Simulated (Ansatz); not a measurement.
Na4Li2, 6 atoms. Hardware: 4 threads of Arm Neoverse V2 on a shared host.

Correlated methods freeze 4 core orbitals; core or outer-core shells of Li, Na are correlated, in sets that lack core-valence functions.

Problem. How many basis functions does each of these Ansatz runs have, and roughly what does it cost? r2SCAN/def2-TZVP, charge 1 doublet at the geometry of the charge 0 singlet, energy, from earlier orbitals; PBE0/def2-TZVP, charge 1 doublet at the geometry of the charge 0 singlet, energy, from earlier orbitals; CCSD(T)/def2-TZVPP, charge 0 singlet, energy, from earlier orbitals; PBE/def2-TZVPD, charge 0 singlet, energy, from earlier orbitals; r2SCAN/def2-TZVPD, charge -1 doublet at the geometry of the charge 0 singlet, energy, from earlier orbitals; HF/STO-3G, charge 0 singlet, energy; PBE/def2-TZVP, charge 1 doublet at the geometry of the charge 0 singlet, energy, from earlier orbitals; PBE-QIDH/def2-TZVP, charge 0 singlet, energy, from earlier orbitals; HSE06/def2-TZVP, charge 0 singlet, energy, from earlier orbitals; B3LYP/6-31G, charge 0 singlet, energy; PBE0/def2-TZVP, charge 0 singlet, energy, from earlier orbitals; PBE0/def2-TZVPD, charge -1 doublet at the geometry of the charge 0 singlet, energy, from earlier orbitals.

Solution. Other jobs shared the machine, so times can vary by a factor of up to 3. A dash marks memory too small to be measured apart from the calling script's.

```tsv
run	functions	fitting or Cholesky vectors	wall time	peak host memory (GiB)
HF/STO-3G, charge 0 singlet, energy	46	458	0.1 s	–
B3LYP/6-31G, charge 0 singlet, energy	70	780	1.5 s	–
PBE0/def2-TZVP, charge 0 singlet, energy, from earlier orbitals	156	1402	1.8 s	–
HSE06/def2-TZVP, charge 0 singlet, energy, from earlier orbitals	156	1402	1.8 s	–
PBE/def2-TZVPD, charge 0 singlet, energy, from earlier orbitals	174	1602	2.1 s	–
PBE-QIDH/def2-TZVP, charge 0 singlet, energy, from earlier orbitals	156	1452	3.1 s	–
PBE/def2-TZVP, charge 1 doublet at the geometry of the charge 0 singlet, energy, from earlier orbitals	156	1366	7.5 s	–
PBE0/def2-TZVP, charge 1 doublet at the geometry of the charge 0 singlet, energy, from earlier orbitals	156	1402	9.5 s	0.75
PBE0/def2-TZVPD, charge -1 doublet at the geometry of the charge 0 singlet, energy, from earlier orbitals	174	1650	13 s	0.97
r2SCAN/def2-TZVP, charge 1 doublet at the geometry of the charge 0 singlet, energy, from earlier orbitals	156	1366	17 s	–
r2SCAN/def2-TZVPD, charge -1 doublet at the geometry of the charge 0 singlet, energy, from earlier orbitals	174	1602	27 s	0.7
CCSD(T)/def2-TZVPP, charge 0 singlet, energy, from earlier orbitals	166	1444	56 s	2
```
